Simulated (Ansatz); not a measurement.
Coupled-cluster run, Cl₃H₂HfN (`[NH2][Hf]([Cl])([Cl])[Cl]`).

```yaml
crystal:
  periodic: [false, false, false]
  atoms:
    - {symbol: N, position_ang: [-0.566240, 0.727375, 0.884454]}
    - {symbol: Hf, position_ang: [0.313829, -0.425308, -0.485406]}
    - {symbol: Cl, position_ang: [1.913168, -1.702181, 0.639750]}
    - {symbol: Cl, position_ang: [-1.361746, -1.685965, -1.518695]}
    - {symbol: Cl, position_ang: [1.338332, 0.940626, -2.089584]}
    - {symbol: H, position_ang: [-1.465254, 1.179498, 0.784763]}
    - {symbol: H, position_ang: [-0.172089, 0.965955, 1.784707]}
basis:
  gaussian: {orbitals: def2-TZVPP}
correlation: {method: ccsd_t}
output: {orbitals: {seedname: orbitals}}
```

```sh
$ ansatz run in.yaml --threads 4 --pin off --events-out ev --progress --plain --max-ram 10444MiB
```

Output of Ansatz, abridged:

```
Functional definition: HF
1462 factors; integrals over basis functions are off by at most 8.3e-4 eV
mean field evaluation 1: about -40321.7868 eV, gradient 4.5e1 eV
mean field evaluation 2: about -40321.9372 eV, gradient 4.5e1 eV
mean field evaluation 4: about -40326.4301 eV, gradient 3.0e0 eV
mean field evaluation 8: about -40326.4828 eV, gradient 2.2e-1 eV
mean field evaluation 16: about -40326.4831 eV, gradient 9.6e-7 eV
mean field -40326.48306676 eV, -1481.9709184314 hartree, gradient 9.6e-7 eV, S^2 0.000000; 0 other end points of the search recorded, 0 dependent functions left out
16 core orbitals not correlated: weight in the atoms' cores, before any rotation towards them, 1.000 or more for the frozen orbitals, at most 0.000 for the correlated occupied ones
reference -40326.48306676 eV, -1481.9709184314 hartree; 20, 20 occupied and 205, 205 virtual orbitals, 1462 factors
second order -29.81986338 eV of doubles, -0.00000000 eV of singles
cycle   1  -30.21011265 eV  change   -3.9e-1 eV  update   1.4e-1
cycle   2  -30.81355400 eV  change   -6.0e-1 eV  update   4.9e-2
cycle   3  -31.02040395 eV  change   -2.1e-1 eV  update   2.4e-2
cycle   4  -31.00273991 eV  change    1.8e-2 eV  update   6.8e-3
cycle   5  -30.99790873 eV  change    4.8e-3 eV  update   2.7e-3
cycle   6  -30.99874625 eV  change   -8.4e-4 eV  update   7.8e-4
cycle   7  -30.99860745 eV  change    1.4e-4 eV  update   3.7e-4
cycle   8  -30.99861977 eV  change   -1.2e-5 eV  update   1.1e-4
cycle   9  -30.99868376 eV  change   -6.4e-5 eV  update   5.3e-5
cycle  10  -30.99867631 eV  change    7.4e-6 eV  update   1.5e-5
perturbative correction -1.38471262 eV, -0.0508872500 hartree
Total energy: -40358.86645569 eV, -1483.1609860243 hartree
```

Hardware: 4 threads of an Arm Neoverse V1 on a shared host. Wall time 3.5 min, peak host memory 4.8 GiB.

Correlation energy per correlated electron: -0.810 eV. T1 diagnostic: 0.0136.
